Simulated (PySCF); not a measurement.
C7H8O2.
Bonds: C1–C2, C2–C3, C3–C4 (double), C4–C5, C5–C6 (double), C6–C7, C7–O8 (double), C7–O9, C3–O9. Hydrogens: H10, H11, H12 on C1; H13, H14 on C2; H15 on C4; H16 on C5; H17 on C6.

Definitions: NICS(0) = −σiso at the ring centroid; NICS(1) = −σiso and NICS(1)zz = −σzz at ±1 Å along the ring normal z. Level: GIAO PBE0/pcSseg-1 (PySCF, non-relativistic, gas phase) on the GFN2-xTB geometry, one conformer.

Ring bond lengths (Å), with Mayer bond orders in brackets: C3–C4 1.356 (1.57), C4–C5 1.420 (1.20), C5–C6 1.353 (1.62), C6–C7 1.445 (1.14), C7–O9 1.384 (0.94), O9–C3 1.337 (1.07).

Problem. Give the NICS values of each ring in ppm.

Solution. 
| ring | type | NICS(0) | NICS(1), two faces | NICS(1)zz, two faces | rms pucker (Å) | centre to ring atoms, mean (Å) |
| --- | --- | --- | --- | --- | --- | --- |
| C3–C4–C5–C6–C7–O9 | 6-membered ring with O; bonds drawn aromatic by RDKit's count | -1.1 | -4.1 / -4.0 | -6.5 / -7.0 | 0.00 | 1.38 |

Problem. What can be read from them?

Solution. 
- C3–C4–C5–C6–C7–O9: mean NICS(1)zz -6.8 ppm, shielded. That is too small in size for a clear verdict by the NICS criterion.

Problem. What does the geometric index give? HOMA = 1 − mean of α(R − Ropt)² over the ring bonds, with Krygowski's 1993 parameters (CC: Ropt 1.388 Å, α 257.7 Å⁻²; CO: Ropt 1.265 Å, α 157.38 Å⁻²).

Solution. 
- C3–C4–C5–C6–C7–O9: HOMA 0.21; the largest term is that of C7–O9, α(R − Ropt)² = 2.23. The geometric and the magnetic index point the same way.

Problem. Give the inner angles of the rings and the Hirshfeld charges of the ring atoms.

Solution. 
- C3–C4–C5–C6–C7–O9: C3 121.9° (+0.113 e), C4 118.6° (-0.089 e), C5 119.9° (-0.022 e), C6 121.0° (-0.072 e), C7 115.7° (+0.183 e), O9 122.9° (-0.059 e); sum 720.0° against 720° for a flat convex ring.

On an Arm Neoverse V2 with one thread (shared host), this took 31 s of wall time. This is the whole shielding run at PBE0/pcSseg-1, SCF included.

Conformer computed: `[CH3:1][CH2:2][c:3]1[cH:4][cH:5][cH:6][c:7](=[O:8])[o:9]1`: C1–C2–C3–C4 -109°.
